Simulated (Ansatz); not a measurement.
`[Cl][Hf]([Cl])([Cl])[c]1ccccc1` + `N=C=O` → `O=C=[N][Hf]([Cl])([Cl])[Cl]` + benzene  (ligand exchange at the Hf–C bond)

Gas-phase electronic energies from Ansatz, PBE0-D4/def2-TZVP geometries. CBS: MP2 limit from def2 TZ/QZ plus the TZ coupled-cluster correction, frozen cores. This one scheme is used for every species. DFT in def2-TZVPP. Elements past krypton have def2 core potentials. For Hf outer-core shells are correlated without core-valence functions, which leaves a few kJ/mol of doubt a bond. One conformer a species, not always the lowest.

(1) Is it downhill or uphill in electronic energy at CCSD(T)/CBS, and by how much? (An estimate is asked.)

(2) What do these levels give: BLYP-D4, PBE-QIDH, LC-ωPBE, CCSD/def2-SVP, MP2/def2-QZVPP, MP2/CBS(def2)? (Estimate.)

Largest T1 diagnostic among the species: 0.018.

## Answers

(1) Ansatz gave: Downhill: ΔE = -165.7 kJ/mol.

(2) The calculation gave: BLYP-D4 -165.6, PBE-QIDH -170.6, LC-ωPBE -177.5, CCSD/def2-SVP -172.5, MP2/def2-QZVPP -162.3, MP2/CBS(def2) -162.5 kJ/mol.

In def2-TZVPP, CCSD(T) changes the Hartree–Fock value by +34.3 kJ/mol (the triples alone add +5.4 kJ/mol) and MP2 by +37.5 kJ/mol. From PBE to PBE0 (25 % exact exchange), in def2-TZVPP and without D4, ΔE moves by −5.2 kJ/mol. The D4 term adds +10.3 kJ/mol with B3LYP and +6.4 kJ/mol with PBE0; it sums over pairs of atoms, weighted by their polarisabilities, and B3LYP, whose exchange is more repulsive, gets the larger term.

B3LYP here is the variant with VWN-RPA as its local correlation; programs differ in this.
